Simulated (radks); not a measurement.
Effect of the nuclear size on the cadmium ion Cd+, [Kr] 4d10 5s1. Calculated with a radial shooting solver on a logarithmic mesh with Libxc functionals: Dirac Kohn-Sham, PBE, spin-unpolarised, spherical densities, finite nucleus; Fermi nuclear charge, rms radius 4.6087 fm. The rms radius is varied about that value; shifts are against it.

rms radius (fm)	total energy shift (eV)	density at nucleus (e/bohr^3)	1s1/2 shift (meV)	2s1/2 shift (meV)	3p1/2 shift (meV)	4s1/2 shift (meV)	4p1/2 shift (meV)	5s1/2 shift (meV)
4.0004	-0.801	1.627e+05	-337	-38.0	0.420	-1.36	0.084	-0.110
4.4336	-0.241	1.604e+05	-101	-11.4	0.126	-0.407	0.025	-0.033
4.6087	0	1.595e+05	0.000	0.000	0.000	0.000	0.000	0.000
5.0235	0.602	1.576e+05	253	28.5	-0.315	1.02	-0.063	0.083
5.1802	0.841	1.569e+05	353	39.8	-0.440	1.42	-0.089	0.116

Slopes of the eigenvalues against <r^2> in GHz/fm^2, as finite differences over the two radii next to the reference (eigenvalue slopes, not the field-shift constants of lines): 1s1/2 15300, 2s1/2 1730, 3p1/2 -19.1, 4s1/2 61.8, 4p1/2 -3.85, 5s1/2 5.02.
